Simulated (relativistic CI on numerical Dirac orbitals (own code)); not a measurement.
**Energy levels of Hg³¹⁺**

Method of calculation: Dirac-Coulomb-Breit CI, KLI orbitals optimised for each configuration, model QED (radiative potential, 1s self-energy scaled to tabulated hydrogen-like ionisation energies), unscaled Slater integrals (own radial code, finite nucleus).

CI space (outside the closed core [Ar] 3d10): 4s²4p⁶4d¹⁰4f³, 4s²4p⁶4d⁹4f⁴, 4s²4p⁶4d¹⁰4f²5s, 4s²4p⁶4d¹⁰4f²5p, 4s²4p⁶4d¹⁰4f5s², 4s²4p⁵4d¹⁰4f⁴, 4s²4p⁶4d¹⁰4f5s5p, 4s²4p⁶4d¹⁰4f²5d, 4s²4p⁶4d¹⁰4f5p², 4s4p⁶4d¹⁰4f⁴, 4s²4p⁶4d¹⁰4f5s5d, 4s²4p⁶4d⁹4f²5s², 4s²4p⁶4d¹⁰4f²5f, 4s²4p⁶4d¹⁰4f²6s, 4s²4p⁶4d¹⁰4f5d², 4s²4p⁶4d¹⁰4f²6p. Levels of other configurations are missing.

The lowest level is 4s²4p⁶4d¹⁰4f³ ⁴I°9/2, with 76 % of that term; Hund's rules for 4s²4p⁶4d¹⁰4f³ give ⁴I° with J = 9/2, in agreement.

```csv
No.,Configuration,Term,J,E (cm⁻¹),%,Landé g,Lifetime (s)
1,4s²4p⁶4d¹⁰4f³,⁴I°,9/2,0.0,76,0.773,
2,4s²4p⁶4d¹⁰4f³,⁴I°,11/2,37278.6,93,0.970,5.49e-04
3,4s²4p⁶4d¹⁰4f³,⁴F°,3/2,45424.2,53,0.682,
4,4s²4p⁶4d¹⁰4f³,⁴I°,13/2,64902.9,82,1.075,1.27e-03
5,4s²4p⁶4d¹⁰4f³,²G°,9/2,65614.1,35,1.007,5.53e-04
6,4s²4p⁶4d¹⁰4f³,⁴F°,5/2,68006.7,39,0.852,7.82e-03
7,4s²4p⁶4d¹⁰4f³,⁴F°,5/2,80537.4,44,0.832,1.58e-03
8,4s²4p⁶4d¹⁰4f³,⁴S°,3/2,80869.2,52,1.483,1.52e-03
9,4s²4p⁶4d¹⁰4f³,²G°,7/2,81354.4,49,1.035,3.12e-03
10,4s²4p⁶4d¹⁰4f³,⁴I°,15/2,86282.3,60,1.134,4.46e-03
11,4s²4p⁶4d¹⁰4f³,⁴G°,7/2,97334.9,68,1.052,1.04e-03
12,4s²4p⁶4d¹⁰4f³,²K°,13/2,107740.5,77,0.968,3.15e-04
13,4s²4p⁶4d¹⁰4f³,⁴F°,9/2,110114.8,55,1.169,6.21e-04
14,4s²4p⁶4d¹⁰4f³,²H°,11/2,110225.1,56,1.105,8.05e-04
15,4s²4p⁶4d¹⁰4f³,⁴D°,3/2,116294.0,32,1.133,6.55e-04
16,4s²4p⁶4d¹⁰4f³,²P°,1/2,116898.4,54,0.352,7.35e-04
17,4s²4p⁶4d¹⁰4f³,⁴D°,5/2,122189.7,41,1.179,6.88e-04
18,4s²4p⁶4d¹⁰4f³,²G°,7/2,125048.1,48,1.024,3.94e-04
19,4s²4p⁶4d¹⁰4f³,⁴G°,9/2,125473.2,72,1.102,4.32e-04
20,4s²4p⁶4d¹⁰4f³,²L°,15/2,126659.8,52,1.039,4.89e-04
21,4s²4p⁶4d¹⁰4f³,²H°,11/2,134416.0,69,1.042,8.70e-04
22,4s²4p⁶4d¹⁰4f³,²D°,3/2,138861.3,39,1.145,4.77e-04
23,4s²4p⁶4d¹⁰4f³,²D°,5/2,146637.6,75,1.192,4.37e-04
24,4s²4p⁶4d¹⁰4f³,⁴G°,11/2,154023.6,55,1.126,5.70e-04
25,4s²4p⁶4d¹⁰4f³,²H°,9/2,155953.1,54,1.044,3.86e-04
26,4s²4p⁶4d¹⁰4f³,⁴D°,1/2,160139.8,54,0.304,6.66e-04
27,4s²4p⁶4d¹⁰4f³,²I°,13/2,165926.6,93,1.063,7.68e-04
28,4s²4p⁶4d¹⁰4f³,⁴D°,7/2,166540.4,88,1.387,7.55e-04
29,4s²4p⁶4d¹⁰4f³,²D°,3/2,170102.6,47,1.028,2.28e-04
30,4s²4p⁶4d¹⁰4f³,²L°,17/2,170749.8,100,1.055,8.71e-04
```

Energies count from the lowest computed level; ° marks odd parity; lifetimes are radiative, by E1, M1, E2, M2 decay to levels of this space only; some are left blank where a channel outside the calculation adds to the decay or the decay crosses a small, uncertain gap.

The mean weight of the leading LS term, summed over parents, in these 30 levels is 60 %, and that of the leading jj configuration (from the same eigenvectors) 76 %, so jj coupling describes them better and the LS labels are nominal.

At this charge energies of transitions that change n are usually good to better than 1 %, and those within a shell (Δn = 0) to a few per cent. Terms inside the open d or f shell come out 10 to 20 % too wide with unscaled integrals.

LS names give the leading component of a level, which can be under half, so a name can repeat, a term be missing and a line seem to break the LS rules.
